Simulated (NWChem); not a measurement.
Molecule: SiNH2F, singlet; SMILES N[Si]F

```xyz
5

Si    -0.6431     0.0508     0.0000
F      0.4575     1.2754     0.0000
N      0.4635    -1.2576     0.0000
H      1.4761    -1.1585     0.0000
H      0.1656    -2.2277     0.0000
```
Atoms are numbered in this order, from 1.

Low-valent species are run as closed-shell singlets; no triplet was tried in these runs. Geometry: optimised at PBE0/def2-SVP.

Symmetry labels are those of Cs in the frame above (b1 and b2, or b-type labels, depend on it). States above −ε(HOMO) = 6.2 eV lie in this functional's continuum and hang on the basis.

List the 4 lowest vertical singlet excitations from PBE/def2-SVPD, TDA (NWChem).


| state | energy (eV) | oscillator strength | symmetry | leading excitation (squared amplitude) |
|---|---|---|---|---|
| S1 | 5.42 | 0.148 | a" | HOMO → LUMO (0.94) |
| S2 | 5.98 | 0.008 | a' | HOMO−1 → LUMO (0.42) |
| S3 | 6.63 | 0.237 | a' | HOMO−1 → LUMO (0.43) |
| S4 | 6.86 | 0.011 | a" | HOMO−1 → LUMO+1 (0.97) |
